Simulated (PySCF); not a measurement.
Below is a simulated gas-phase C 1s photoelectron spectrum of `FB(F)C1CC1`.

Every computed line was given a Gaussian of 0.4 eV full width at half maximum and an area set by the number of equivalent atoms; the highest printed point is 100. Method: PySCF, delta-SCF UKS SCAN, pcX-2 on the ionised atom, pcseg-1 elsewhere, spin-free X2C.

binding energy (eV), intensity and a bar:
```
    290.2          0 
    290.3          1 
    290.4          3 #
    290.5         11 ###
    290.6         25 ########
    290.7         43 #############
    290.8         58 #################
    290.9         70 #####################
    291.0         86 ##########################
    291.1        100 ##############################
    291.2         95 #############################
    291.3         67 ####################
    291.4         34 ##########
    291.5         12 ####
    291.6          3 #
    291.7          1
```

Problem. Count the maxima, the lines and the sites behind this envelope.

Solution. The curve has 1 maximum (at 291.1 eV). Under it lie 2 lines from 2 inequivalent carbon sites. At this width some lines have no maximum of their own.

Problem. Decompose the envelope and assign each component. Numbering: `[F:1][B:2]([F:3])[CH:4]1[CH2:5][CH2:6]1`.

Solution. 
```tsv
position (eV)	relative area	line	atoms	environment
290.80	1	C 1s	C4	sp3 carbon bound to boron
291.16	2	C 1s	C5/C6	three-membered-ring carbon
```

Problem. What are the centre and the root-mean-square width of the whole band?

Solution. The area-weighted mean of the lines is 291.04 eV. Their own spread about it is 0.17 eV (rms) and each Gaussian has σ = 0.4/2.355 = 0.17 eV; the variances add, which gives 0.24 eV.

The listed C 1s values span 0.36 eV, from C4 (bonded to 2 C, H and B) to C5/C6 (bonded to 2 C and 2 H). Summing the Pauling electronegativity differences to the bonded atoms, each weighted by its formal bond order, gives -0.86 for the lowest site and -0.70 for the highest.

Shake-up satellites, vibrational structure and lifetime widths aren't simulated. The first atom of each set that the bonding makes equivalent was ionised and stands for the set. The structure is a single PBE0-D3(BJ)/def2-SVP conformer in the gas phase; no vibrational or solvent corrections.

The values belong to the conformer `[F:1][B:2]([F:3])[CH:4]1[CH2:5][CH2:6]1`: F1–B2–C4–C5 -148°.
